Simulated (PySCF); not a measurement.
C₄H₇NO, SMILES C=C/N=C/CO.

Geometry optimised at ωB97X-D3(BJ)/def2-SVP. The structure was generated by enumeration; whether it is a known compound was not checked. One conformer was computed; it need not be the lowest.

These are ωB97X-D3(BJ)/def2-SVP run with PySCF 2.14.0 values and carry that method's errors.

No scaling factor is applied to the harmonic values.

Computed harmonic wavenumbers and intensities:
| mode | ν (cm⁻¹) | IR (km/mol) | Raman (Å⁴/amu) | depolarisation | moving atoms (share of kinetic energy) |
|---|---|---|---|---|---|
| 1 | 56 | 4.3 | 9.0 | 0.75 | C 42 %, O 28 %, H 27 % |
| 2 | 144 | 10.9 | 0.1 | 0.69 | C 39 %, N 34 %, H 23 % |
| 3 | 162 | 3.5 | 3.6 | 0.73 | C 34 %, H 24 %, N 22 %, O 20 % |
| 4 | 232 | 7.7 | 4.0 | 0.74 | H 46 %, C 31 %, N 22 % |
| 5 | 366 | 124.9 | 2.3 | 0.69 | H 87 % |
| 6 | 401 | 19.6 | 4.6 | 0.44 | C 44 %, O 28 %, H 26 % |
| 7 | 477 | 2.5 | 4.7 | 0.19 | C 56 %, H 24 %, N 12 % |
| 8 | 567 | 9.0 | 3.7 | 0.26 | C 44 %, H 31 %, N 17 % |
| 9 | 733 | 0.4 | 4.8 | 0.74 | H 66 %, C 25 % |
| 10 | 879 | 5.3 | 3.7 | 0.67 | H 69 %, C 21 %, N 9 % |
| 11 | 963 | 47.0 | 3.9 | 0.75 | H 74 %, C 26 % |
| 12 | 970 | 5.9 | 3.2 | 0.40 | H 53 %, C 27 %, N 18 % |
| 13 | 1017 | 6.9 | 1.9 | 0.72 | H 76 %, C 22 % |
| 14 | 1045 | 37.4 | 9.1 | 0.73 | H 65 %, C 30 % |
| 15 | 1120 | 10.3 | 5.0 | 0.26 | C 64 %, H 24 %, O 12 % |
| 16 | 1138 | 83.9 | 8.7 | 0.50 | C 38 %, H 31 %, O 31 % |
| 17 | 1187 | 11.3 | 7.2 | 0.48 | H 63 %, C 25 %, N 11 % |
| 18 | 1231 | 18.1 | 43.8 | 0.43 | H 49 %, C 31 %, N 19 % |
| 19 | 1325 | 5.8 | 30.5 | 0.43 | H 82 %, C 17 % |
| 20 | 1339 | 13.1 | 0.4 | 0.61 | H 77 %, C 15 % |
| 21 | 1381 | 4.8 | 6.0 | 0.69 | H 80 %, C 11 % |
| 22 | 1411 | 55.3 | 37.2 | 0.52 | H 77 %, C 19 % |
| 23 | 1433 | 30.1 | 13.2 | 0.37 | H 68 %, C 26 % |
| 24 | 1479 | 5.0 | 13.4 | 0.65 | H 92 % |
| 25 | 1756 | 30.0 | 201.6 | 0.25 | C 87 %, H 13 % |
| 26 | 1804 | 57.9 | 255.0 | 0.34 | C 56 %, N 40 % |
| 27 | 3042 | 39.7 | 82.1 | 0.37 | H 92 %, C 8 % |
| 28 | 3061 | 25.5 | 139.1 | 0.06 | H 95 % |
| 29 | 3116 | 31.9 | 56.8 | 0.32 | H 92 %, C 8 % |
| 30 | 3125 | 17.8 | 107.4 | 0.54 | H 90 %, C 10 % |
| 31 | 3187 | 1.5 | 116.7 | 0.12 | H 94 % |
| 32 | 3294 | 2.2 | 85.9 | 0.71 | H 89 %, C 11 % |
| 33 | 3880 | 39.3 | 64.1 | 0.27 | H 94 % |
